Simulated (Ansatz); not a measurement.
A structure relaxed at PBE0-D4/def2-TZVP, charge 0, multiplicity 1:

Cartesian coordinates in Å:
```
C 0.005 0.362 1.421
C 0.324 -0.238 0.062
C 1.739 0.159 -0.356
C 0.218 -1.761 0.135
N -0.621 0.257 -0.935
Ga -2.028 1.369 -0.884
Cl -2.826 2.407 0.790
Cl -3.019 1.686 -2.748
H -1.001 0.090 1.749
H 0.712 -0.006 2.166
H 0.076 1.452 1.400
H 1.980 -0.248 -1.342
H 2.478 -0.221 0.354
H 1.831 1.246 -0.405
H 0.935 -2.170 0.851
H 0.425 -2.210 -0.841
H -0.787 -2.059 0.440
H -0.440 -0.116 -1.857
```

Task: Give its formula and SMILES.

Result: C4H10Cl2GaN, `CC(C)(C)[NH][Ga]([Cl])[Cl]`.

Task: Point group (tolerance 0.08 Å, 0.16 Å for H)?

Result: Cs.

Task: Summarise the bond lengths by kind.

Result: 3 × C–C 1.519 to 1.528 Å; 9 × C–H 1.091 to 1.094 Å; 1 × C–N 1.460 Å; 1 × Ga–N 1.794 Å; 1 × H–N 1.011 Å; 2 × Cl–Ga 2.125 to 2.135 Å.

Computed with Ansatz.
